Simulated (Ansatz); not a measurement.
`[NH2][Mo]([NH2])(=[O])=[S]` + CH₄ → `[CH3][Mo]([NH2])(=[O])=[S]` + NH₃ at 500 K and 1 bar (formal exchange of groups at a Mo–N bond).

Program: Ansatz. Geometries: PBE0-D4/def2-TZVP. ΔE: electronic, gas phase. CCSD(T)/CBS is the MP2 limit (def2-TZVPP, def2-QZVPP) plus CCSD(T) − MP2 in def2-TZVPP, frozen cores. This one scheme is used for every species. def2 core potentials past Kr. For Mo outer-core shells are correlated without core-valence functions, which leaves a few kJ/mol of doubt a bond. One conformer a species, not always the lowest.

```json
{"species": "`[NH2][Mo]([NH2])(=[O])=[S]`", "CCSD(T)/CBS energy (Eh)": "-653.02778", "H − E (kJ/mol)": "195.6", "S (J/(mol·K))": "427.4"}
{"species": "CH₄", "CCSD(T)/CBS energy (Eh)": "-40.46206", "H − E (kJ/mol)": "135.6", "S (J/(mol·K))": "206.8"}
{"species": "`[CH3][Mo]([NH2])(=[O])=[S]`", "CCSD(T)/CBS energy (Eh)": "-636.95679", "H − E (kJ/mol)": "224.2", "S (J/(mol·K))": "428.3"}
{"species": "NH₃", "CCSD(T)/CBS energy (Eh)": "-56.50880", "H − E (kJ/mol)": "108.2", "S (J/(mol·K))": "211.8"}
```

H − E and S are ideal-gas, rigid-rotor, harmonic terms from PBE0-D4/def2-TZVP, for one conformer and one mirror image of each species. 1 Eh = 2625.50 kJ/mol, R = 8.31446 J/(mol·K).

Q: By hand: ΔE, ΔH, ΔS and ΔG.

A: ΔE = (-636.95679) + (-56.50880) − (-653.02778) − (-40.46206) = 0.02425 Eh = 63.7 kJ/mol. Δ(H − E) = 224.2 + 108.2 − 195.6 − 135.6 = 1.2, so ΔH = 64.9 kJ/mol. ΔS = 428.3 + 211.8 − 427.4 − 206.8 = 5.9 J/(mol·K). ΔG = 64.9 − 500 × (5.9)/1000 = 62.0 kJ/mol.

Q: By hand: the equilibrium constant, and the temperature at which ΔG would vanish if ΔH and ΔS stayed fixed.

A: log₁₀ K = −ΔG/(RT ln 10) = -6.5. ΔG = 0 at ΔH/ΔS = 11000 K, far beyond where these terms or the molecules hold.

The number of gas molecules stays the same, so ΔS is small and ΔH decides. A doubt of 5 kJ/mol in ΔE shifts log₁₀ K by 0.5 here. Other conformers and mirror images would add mixing entropy, several J/(mol·K) or more a flexible species. These are equilibria of isolated gas molecules and say nothing of rates. Largest T1 diagnostic: 0.025 (customary marks: 0.02 for closed shells, 0.045 for open ones).
